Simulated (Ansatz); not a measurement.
Gas-phase electronic energies from Ansatz, PBE0-D4/def2-TZVP geometries. CBS: MP2 limit from def2 TZ/QZ plus the TZ coupled-cluster correction, frozen cores. Functionals use def2-TZVPP. B3LYP here is the variant with VWN-RPA as its local correlation; programs differ in this. One conformer a species, not always the lowest.

`[BH2][AlH][O][SiH2]C` + `OC(F)F` → `C[SiH2]OC(F)F` + `[BH2][AlH][OH]`  (ligand exchange at the Si–O bond)

`[BH2][AlH][O][SiH2]C`:

```xyz
13

B     1.682   -2.146    2.004
Al   -0.115   -1.735    0.953
O    -0.128   -0.447   -0.138
Si    0.110    0.818   -1.132
C    -1.323    2.003   -1.055
H     2.518   -2.901    1.590
H     1.945   -1.647    3.063
H    -1.472   -2.546    1.114
H     1.365    1.528   -0.747
H     0.277    0.316   -2.525
H    -1.157    2.845   -1.734
H    -1.449    2.403   -0.046
H    -2.254    1.510   -1.347
```

`OC(F)F`:

```xyz
6

O    -0.750   -0.375   -0.695
C    -0.010    0.214    0.263
F     0.996    0.949   -0.271
F     0.590   -0.704    1.060
H    -0.178   -0.943   -1.226
H    -0.648    0.859    0.868
```

`C[SiH2]OC(F)F`:

Cartesian coordinates in Å:
```
C -0.630 1.651 -0.354
Si -0.316 0.358 0.936
O 0.926 -0.675 0.499
C 0.867 -1.691 -0.376
F -0.059 -1.446 -1.348
F 2.055 -1.813 -0.991
H -0.983 1.198 -1.282
H 0.281 2.214 -0.568
H -1.390 2.354 -0.001
H -1.535 -0.454 1.194
H 0.171 0.953 2.202
H 0.613 -2.650 0.088
```

`[BH2][AlH][OH]`:

Z-matrix (Å, degrees):
```
B
Al 1 2.121
H 1 1.199 2 122.7
H 1 1.199 2 122.7 3 -178.8
O 2 1.703 1 116.4 3 -90.7
H 2 1.595 1 125.1 3 89.3
H 5 0.956 2 123.0 1 179.9
```

| level | ΔE (kJ/mol) | difference from CCSD(T)/CBS |
| --- | --- | --- |
| PBE-D4 | 26.7 | -1.1 |
| r2SCAN-D4 | 28.3 | 0.5 |
| PBE0-D4 | 29.6 | 1.8 |
| ωB97X-V | 27.2 | -0.6 |
| ωB97M-V | 27.1 | -0.7 |
| PBE | 27.3 | -0.5 |
| r2SCAN | 28.4 | 0.6 |
| B3LYP | 30.0 | 2.2 |
| MP2/def2-TZVPP | 28.7 | 0.9 |
| SCS-MP2/def2-TZVPP | 30.1 | 2.3 |
| CCSD/def2-TZVPP | 30.6 | 2.8 |
| CCSD(T)/def2-TZVPP | 29.4 | 1.6 |
| HF/def2-QZVPP | 37.4 | 9.6 |
| SCS-MP2/def2-QZVPP | 29.4 | 1.6 |
| HF/CBS(def2) | 37.4 | 9.6 |
| MP2/CBS(def2) | 27.1 | -0.7 |
| CCSD(T)/CBS | 27.8 | 0 |

Largest T1 diagnostic among the species: 0.012.

In def2-TZVPP, CCSD(T) changes the Hartree–Fock value by −7.6 kJ/mol (the triples alone add −1.1 kJ/mol) and MP2 by −8.3 kJ/mol.
